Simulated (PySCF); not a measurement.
**Radial density of Sc (scandium, neutral)**

revPBE, [Ar] 3d1 4s1 4p1, one real determinant (an excited configuration). Calculation: PySCF 2.14, in aug-cc-pwCVTZ-DK (10s9p7d4f3g, 127 functions); scalar relativity by spin-free X2C-1e.

```tsv
r (bohr)	4πr²ρ (e/bohr)	4πr²(ρα − ρβ)
0.00131	0.1678	0.0001
0.00220	0.4304	0.0002
0.00370	1.081	0.0004
0.00622	2.617	0.0010
0.0105	5.950	0.0023
0.0176	12.10	0.0046
0.0296	20.29	0.0071
0.0498	24.87	0.0066
0.0838	20.57	0.0030
0.141	19.42	0.0152
0.237	26.35	0.0503
0.399	14.85	0.1247
0.671	7.211	0.4460
1.13	8.022	0.5541
1.90	1.989	0.5013
3.19	0.7125	0.6758
5.37	0.2812	0.2812
9.03	0.01897	0.0190
15.2	0.0001788	0.0002
```

Densities and radii are taken from the X2C orbitals without a picture-change correction, which distorts them close to the nucleus.

⟨L²⟩ = 8.02 against 12 for a pure F term, so this real determinant mixes terms.
